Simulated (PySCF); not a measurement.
## Level sweep

Species: C₅H₃F₃.
Geometry (PBE0-D3(BJ)/def2-SVP, Å), atoms numbered from 1 in this order:
```
atom  x, y, z in Å
F1    -1.832   -0.406    1.344
C2    -0.540   -0.548    1.016
C3    -0.181   -0.645   -0.444
C4    -0.694    0.731   -0.780
F5    -0.207    1.342   -1.868
C6     0.185    0.641    0.441
C7     1.241   -0.190   -0.241
F8     2.046   -0.943    0.520
H9     0.005   -1.184    1.717
H10   -1.757    0.928   -0.625
H11    1.760    0.251   -1.095
```

PySCF, dipoles from the SCF density, polarisabilities from static response with core orbitals frozen. Geometry: PBE0-D3(BJ)/def2-SVP; no solvent, vibrations or thermal averaging.

Q: Compare the levels for these properties.

A: 

| level | α (Å³) | anisotropy (Å³) |
| --- | --- | --- |
| LDA/def2-SVPD | 8.08 | 1.11 |
| PBE/def2-SVPD | 8.05 | 1.18 |
| B3LYP/def2-SVPD | 7.86 | 0.94 |
| PBE0/def2-SVPD | 7.78 | 0.95 |
| BHandHLYP/def2-SVPD | 7.62 | 0.71 |
| CAM-B3LYP/def2-SVPD | 7.79 | 0.84 |
| wB97X-D/def2-SVPD | 7.80 | 0.81 |
| LC-wPBE/def2-SVPD | 7.69 | 0.85 |
| HF/def2-SVPD | 7.44 | 0.32 |
| PBE0/6-31G* | 6.64 | 1.31 |
| PBE0/def2-SVP | 6.68 | 1.06 |
| PBE0/6-31+G* | 7.53 | 0.96 |
| PBE0/aug-cc-pVDZ | 7.91 | 1.00 |
| PBE0/def2-TZVP | 7.56 | 1.02 |

The anisotropy is √(½[(α1 − α2)² + (α2 − α3)² + (α3 − α1)²]). No reference polarisability is at hand; against PBE0 in the largest diffuse basis at hand (aug-cc-pVDZ) the other PBE0 rows deviate by 6-31G* -16%, def2-SVP -16%, 6-31+G* -5%, def2-SVPD -2%, def2-TZVP -4%. The dipole stays under 0.05 D at every level. In one basis (def2-SVPD) the functionals order the polarisability from HF (lowest) to LDA (highest), a spread of 9%. With PBE0 the polarisability is 6.96 Å³ without diffuse functions (mean of 6-31G*, def2-SVP and def2-TZVP) and 7.74 Å³ with them (mean of 6-31+G*, def2-SVPD and aug-cc-pVDZ).

Without π bonds the low states are Rydberg-like; a valence basis with one diffuse set may place them up to an eV too high.
